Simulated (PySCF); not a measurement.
Relaxation of triplet IrCl₃

Method: UPBE0/[Ir def2-SVP with ECP60, Cl def2-SVP], scalar-relativistic core potentials, density fitting, no spin–orbit coupling, PySCF. A (50,194) grid was used.

A start displaced from a saddle point along its imaginary mode, of Cs symmetry, held to at least that symmetry:

```xyz
4
charge 0 multiplicity 3, angstrom
Ir    0.0927    0.0644    0.0000
Cl    2.2998   -0.2500    0.0000
Cl   -1.5273    1.5683    0.0000
Cl   -1.2842   -1.6737    0.0000
```

Question: What does it relax to?

Answer: It ends at C2v with Ir–Cl 2.203 Å, Ir–Cl 2.208 Å (×2); Cl–Ir–Cl 102.5° (×2), Cl–Ir–Cl 155.0° (after a last refinement on a finer grid). The frequency run here used a shortcut that can spoil soft modes, so no verdict on minimum or saddle point is given.

Question: How much energy is released, and in how many steps?

Answer: 7.6 kJ/mol in 7 steps.

With open d or f shells other occupations or spin states may lie lower. No spin–orbit coupling is included, which matters more the heavier the element.
